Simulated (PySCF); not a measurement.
Excitation energy of O by level of theory

O [He] 2s2 2p4 (3P) → O [He] 2s1 2p5, s spin flipped, as a difference of total energies. All numbers are calculated (PySCF 2.14, the non-relativistic Hamiltonian (point nucleus), in aug-cc-pVTZ with one added diffuse shell each of s, p, d, f type (6s5p4d3f, 62 functions)). Correlated levels: valence: 1s2 frozen. The calculations carry no spin-orbit coupling.

```json
{"method": "UHF", "excitation energy (eV)": "21.384"}
{"method": "MP2 (valence)", "excitation energy (eV)": "19.382"}
{"method": "SCS-MP2 (valence)", "excitation energy (eV)": "19.118"}
```

How much does correlation contribute at MP2 (valence)?

19.382 − (21.384) = -2.002 eV, measured against UHF.

The upper determinant mixes two multiplicities, so it lies between the two terms.

The upper state lies above the first ionisation limit, but in LS coupling its spin forbids autoionisation to the ground ion.

The coupled-cluster amplitudes are large for the upper state (T1 above 0.03 or a double amplitude above 0.15), so a single reference is strained.
